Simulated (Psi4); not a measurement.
H3BF2O2Si (SMILES OB(O)[SiH](F)F), singlet, geometry from GFN2-xTB, atoms displaced at random by about 0.03 Å a coordinate; TPSS/STO-3G, gradient (Psi4 1.11).

Input for Psi4:
```
memory 2 GB

molecule {
0 1
  Si   -0.82497558   -0.28489466   -0.24621683
  F    -1.19005114   -1.16246299    0.97762032
  F    -1.67490373    1.09749206    0.09891366
  B     1.09292995    0.12834817   -0.23282354
  O     1.88519647    0.06721982    0.87995525
  O     1.74795002    0.42318708   -1.33953909
  H    -1.54540815   -0.92086736   -1.41231980
  H     1.43685981   -0.18848341    1.72576025
  H     2.69356538    0.61144402   -1.29979374
symmetry c1
no_reorient
no_com
}

set basis sto-3g

gradient('tpss')
print_variables()
```

Output, abridged:

```
gradient() will perform analytic gradient computation.

   => Loading Basis Set <=

    Name: STO-3G
    Role: ORBITAL
    Keyword: BASIS

         ---------------------------------------------------------
                                   SCF
               by Justin Turney, Rob Parrish, Andy Simmonett
                          and Daniel G. A. Smith
                              RKS Reference
         ---------------------------------------------------------

  ==> Geometry <==

    Molecular point group: c1
    Full point group: C1

    Geometry (in Angstrom), charge = 0, multiplicity = 1:

       Center              X                  Y                   Z               Mass
    ------------   -----------------  -----------------  -----------------  -----------------
         SI          -0.824975580000    -0.284894660000    -0.246216830000    27.976926534650
         F           -1.190051140000    -1.162462990000     0.977620320000    18.998403162730
         F           -1.674903730000     1.097492060000     0.098913660000    18.998403162730
         B            1.092929950000     0.128348170000    -0.232823540000    11.009305360000
         O            1.885196470000     0.067219820000     0.879955250000    15.994914619570
         O            1.747950020000     0.423187080000    -1.339539090000    15.994914619570
         H           -1.545408150000    -0.920867360000    -1.412319800000     1.007825032230
         H            1.436859810000    -0.188483410000     1.725760250000     1.007825032230
         H            2.693565380000     0.611444020000    -1.299793740000     1.007825032230

  Running in c1 symmetry.

  Rotational constants: A =      0.14644  B =      0.06168  C =      0.05290 [cm^-1]
  Rotational constants: A =   4390.27868  B =   1849.02034  C =   1585.85611 [MHz]
  Nuclear repulsion =  299.921252036553199

  Charge       = 0
  Multiplicity = 1
  Electrons    = 56
  Nalpha       = 28
  Nbeta        = 28

  ==> Algorithm <==

  SCF Algorithm Type is DF.
  DIIS enabled.
  MOM disabled.
  Fractional occupation disabled.
  Guess Type is SAD.
  Energy threshold   = 1.00e-08
  Density threshold  = 1.00e-08
  Integral threshold = 1.00e-12

  ==> Primary Basis <==

  Basis Set: STO-3G
    Blend: STO-3G
    Number of shells: 23
    Number of basis functions: 37
    Number of Cartesian functions: 37
    Spherical Harmonics?: true
    Max angular momentum: 1

  ==> DFT Potential <==

   => LibXC <=

    Version 7.1.2
[...]
  @DF-RKS Final Energy:  -657.80297142082804
    Total Energy =                       -657.8029714208280438
[...]
    Number of shells: 181
    Number of basis functions: 565
    Number of Cartesian functions: 676
    Spherical Harmonics?: true
    Max angular momentum: 4

  ==> DFT Potential <==

   => LibXC <=

    Version 7.1.2
    S. Lehtola, C. Steigemann, M. J. T. Oliveira, and M. A. L. Marques,  SoftwareX 7, 1–5 (2018) (10.1016/j.softx.2017.11.002)

   => Composite Functional: TPSS <=

    TPSS Meta-GGA XC Functional

    J. Tao, et al., Phys. Rev. Lett., 91, 146401, 2003

    Deriv               =              1
    GGA                 =           TRUE
    Meta                =           TRUE

    Exchange Hybrid     =          FALSE
    MP2 Hybrid          =          FALSE

   => Exchange Functionals <=

    1.0000   XC_MGGA_X_TPSS

   => Correlation Functionals <=

    1.0000   XC_MGGA_C_TPSS

   => LibXC Density Thresholds  <==

    XC_MGGA_C_TPSS:  1.00E-15
    XC_MGGA_X_TPSS:  1.00E-15

   => Molecular Quadrature <=

    Radial Scheme          =       TREUTLER
    Pruning Scheme         =           NONE
    Nuclear Scheme         =       TREUTLER

    Blocking Scheme        =         OCTREE
    BS radius alpha        =              1
    Pruning alpha          =              1
    Radial Points          =             75
    Spherical Points       =            302
    Total Points           =         191186
    Total Blocks           =           1487
    Max Points             =            256
    Max Functions          =             34
    Weights Tolerance      =       1.00E-15

  -Total Gradient:
     Atom            X                  Y                   Z
    ------   -----------------  -----------------  -----------------
       1        0.011048530934    -0.045390262121     0.072609717743
       2        0.016345676204     0.056991582611    -0.073741472727
       3        0.001914933015    -0.007117737782     0.003329933527
       4        0.008453689205     0.017251626063    -0.030123719105
       5       -0.035359719305    -0.010194692071     0.004660978545
       6        0.051979962583    -0.002779996982     0.071227732038
       7       -0.015412731932    -0.007368413282    -0.007411439536
       8        0.023033908957     0.008858420118    -0.024298352434
       9       -0.061898270245    -0.010295946970    -0.016828627333

  Variable Map:
  ----------------------------------------------------------------------------
[...]
  Array Variable Map:
  ----------------------------------------------------------------------------
[...]
[...]
```
